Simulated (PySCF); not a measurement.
Compound: C8H13P.
Numbering: `[CH3:1][CH2:2][c:3]1[cH:4][pH:5][c:6]([CH2:7][CH3:8])[cH:9]1` (hydrogens: H10, H11, H12 on C1; H13, H14 on C2; H15 on C4; H16 on P5; H17, H18 on C7; H19, H20, H21 on C8; H22 on C9)

The same species was optimised twice, with GFN2-xTB and with PBE0-D3(BJ)/def2-SVP (PySCF), and the same property calculations (PySCF, gas phase) were run on both structures.

```tsv
coordinate	GFN2-xTB	PBE0-D3(BJ)/def2-SVP	change
C3–C9 (Å)	1.445	1.461	+0.016
C3–C4 (Å)	1.349	1.360	+0.011
C6–C9 (Å)	1.348	1.358	+0.010
C2–C3 (Å)	1.496	1.501	+0.005
C1–C2 (Å)	1.530	1.526	-0.004
C6–C7 (Å)	1.495	1.496	+0.001
C4–P5 (Å)	1.802	1.803	+0.001
P5–C6 (Å)	1.822	1.823	+0.001
C7–C8 (Å)	1.525	1.525	0.000
C1–C2–C3 (°)	110.8	113.0	+2.2
C6–C7–C8 (°)	112.1	113.8	+1.7
C4–P5–C6 (°)	89.2	90.8	+1.6
P5–C6–C9 (°)	110.2	108.8	-1.4
C3–C4–P5 (°)	111.9	110.8	-1.1
P5–C6–C7 (°)	123.0	124.0	+1.0
C3–C9–C6 (°)	115.0	115.7	+0.7
C7–C6–C9 (°)	126.5	126.8	+0.3
C1–C2–C3–C4 (°)	-104	-114	-10
P5–C6–C7–C8 (°)	41	56	+15
```

Rotational constants: A = 2645, B = 813.7, C = 679.9 MHz (GFN2-xTB) against A = 2461, B = 814.5, C = 666.3 MHz (PBE0-D3(BJ)/def2-SVP). Point groups within 0.08 Å: C1 and C1.

On the GFN2-xTB structure: HOMO (eV) -6.32 [PBE0/pcSseg-1]; LUMO (eV) -0.86 [PBE0/pcSseg-1]; dipole (D) 1.23 [PBE0/pcSseg-1]; GIAO shielding of C1 (ppm) 168.4 [PBE0/pcSseg-1]; GIAO shielding of C2 (ppm) 155.3 [PBE0/pcSseg-1]; GIAO shielding of C3 (ppm) 21.3 [PBE0/pcSseg-1]; GIAO shielding of C4 (ppm) 58.6 [PBE0/pcSseg-1]; GIAO shielding of P5 (ppm) 392.2 [PBE0/pcSseg-1]; GIAO shielding of C6 (ppm) 19.0 [PBE0/pcSseg-1]; GIAO shielding of C7 (ppm) 156.2 [PBE0/pcSseg-1]; GIAO shielding of C8 (ppm) 169.7 [PBE0/pcSseg-1].

What do these properties become on the PBE0-D3(BJ)/def2-SVP structure?

```
                                    property          level  on GFN2-xTB  on PBE0-D3(BJ)/def2-SVP  change
                                   HOMO (eV)  PBE0/pcSseg-1        -6.32                    -6.36   -0.04
                                   LUMO (eV)  PBE0/pcSseg-1        -0.86                    -0.93   -0.07
                                  dipole (D)  PBE0/pcSseg-1         1.23                     1.16   -0.07
energy, GFN2-xTB geometry as zero (kcal/mol)  PBE0/pcSseg-1          0.0                     -1.8    -1.8
                  GIAO shielding of C1 (ppm)  PBE0/pcSseg-1        168.4                    168.0    -0.4
                  GIAO shielding of C2 (ppm)  PBE0/pcSseg-1        155.3                    153.9    -1.4
                  GIAO shielding of C3 (ppm)  PBE0/pcSseg-1         21.3                     21.3     0.0
                  GIAO shielding of C4 (ppm)  PBE0/pcSseg-1         58.6                     55.4    -3.2
                  GIAO shielding of P5 (ppm)  PBE0/pcSseg-1        392.2                    376.9   -15.3
                  GIAO shielding of C6 (ppm)  PBE0/pcSseg-1         19.0                     20.0    +1.0
                  GIAO shielding of C7 (ppm)  PBE0/pcSseg-1        156.2                    154.3    -1.9
                  GIAO shielding of C8 (ppm)  PBE0/pcSseg-1        169.7                    166.7    -3.0
```

The heavy atoms differ by 0.105 Å rms after alignment. Among bonds between heavy atoms C3–C9 changes most (+0.016 Å). Changes are differences of the printed values. Neither structure is proved a minimum here.

Conformer computed: `[CH3:1][CH2:2][c:3]1[cH:4][pH:5][c:6]([CH2:7][CH3:8])[cH:9]1`: C1–C2–C3–C4 -114°, P5–C6–C7–C8 56°.
